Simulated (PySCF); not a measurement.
Molecule (SMILES): PP (P2H4).
Geometry (B3LYP-D3(BJ)/def2-TZVP, fixed):
```
P
H 1 1.4206
H 1 1.4206 2 92.33
P 1 2.2503 2 93.65 3 -93.89
H 4 1.4206 1 93.65 2 -86.71
H 4 1.4206 5 92.33 1 93.89
```
Charge 0, spin multiplicity 1.

Basis-set convergence of the mean static polarisability at HF with PySCF. All functions are spherical. Density fitting with generated auxiliary sets. In sets without p functions on hydrogen, species with hydrogen take exact integrals. No added dispersion term, no relativity. Reference: the value in aug-pcseg-2, 57.65 bohr³, itself unsure by roughly 0.1 % (its distance from aug-cc-pV(T+d)Z). Deviations are taken from unrounded values. Cost is core time over that of def2-TZVPP, rough, on shared machines of one kind; a dash marks a row that isn't timed (too short, read off another run, short of memory, by another algorithm or on other hardware).

| basis | functions | mean static polarisability (bohr³) | minus reference (%) | cost |
|---|---|---|---|---|
| def2-SV(P) | 44 | 44.37 | -23.0 | - |
| def2-SVP | 56 | 45.09 | -21.8 | - |
| def2-TZVP | 98 | 52.07 | -9.7 | 0.4× |
| Sadlej pVTZ | 100 | 57.88 | 0.4 | 0.5× |
| aug-cc-pV(D+d)Z | 100 | 57.15 | -0.9 | 0.4× |
| def2-TZVPP | 140 | 52.64 | -8.7 | 1× |
| jun-cc-pV(T+d)Z | 152 | 57.43 | -0.4 | 1× |
| aug-cc-pV(T+d)Z | 202 | 57.72 | 0.1 | 3× |
| def2-QZVPP | 260 | 55.64 | -3.5 | 5× |

The smallest set listed that lies within 5 % of the reference with all its larger relatives (same family, alike in diffuse functions; a set with none counts only in the reference's own line) is aug-cc-pV(D+d)Z (100 functions, 0.4× in cost, -0.9 % off). Inside, with no larger relative to test it: Sadlej pVTZ, def2-QZVPP.
